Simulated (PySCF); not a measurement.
**RuH₂ to RuH₄: adding ligands**

Level: PBE0 in the def2-TZVP basis family, computed in PySCF with density fitting; scalar-relativistic core potentials for atoms from Rb on, none lighter, no spin–orbit coupling; open shells unrestricted.

Each entry is the lowest minimum that a search over a few typed start shapes (and spin states, where more than one is plausible) found, or that minimum re-optimised at the stated level; isomers with ligand–ligand bonds, or fragments after loss of a ligand pair, can lie lower.

```json
{"molecule": "RuH₂", "2S+1": "3", "point group": "C2v", "mean bond to Ru (Å)": "1.559", "polar-tensor charge of Ru": "0.47", "highest ω (cm⁻¹)": "2148", "atomisation (kJ/mol)": "519", "distinct angles (°)": "75"}
{"molecule": "RuH₃", "2S+1": "2", "point group": "C3v", "mean bond to Ru (Å)": "1.558", "polar-tensor charge of Ru": "0.72", "highest ω (cm⁻¹)": "2201", "atomisation (kJ/mol)": "776", "distinct angles (°)": "101"}
{"molecule": "RuH₄", "2S+1": "?", "point group": "?", "mean bond to Ru (Å)": "?", "polar-tensor charge of Ru": "?", "highest ω (cm⁻¹)": "?", "atomisation (kJ/mol)": "?", "distinct angles (°)": "?"}
```

(1) Fill in the row of RuH₄.

Answers

(1) 2S+1: 1; point group: C4v; mean bond to Ru (Å): 1.530; polar-tensor charge of Ru: 0.36; highest ω (cm⁻¹): 2311; atomisation (kJ/mol): 1075; distinct angles (°): 67/103.

The bond shortens or stays about the same; the largest change, -0.028 Å, falls between RuH₃ and RuH₄ among the members listed.

The shape changes along the series: C2v for RuH₂; C3v for RuH₃; C4v for RuH₄.

Left out of the table are members whose search was unfinished or whose lowest solution was spin-contaminated, unstable, very soft or bonded differently.

Open d and f shells are single-determinant solutions and may miss the true ground state.
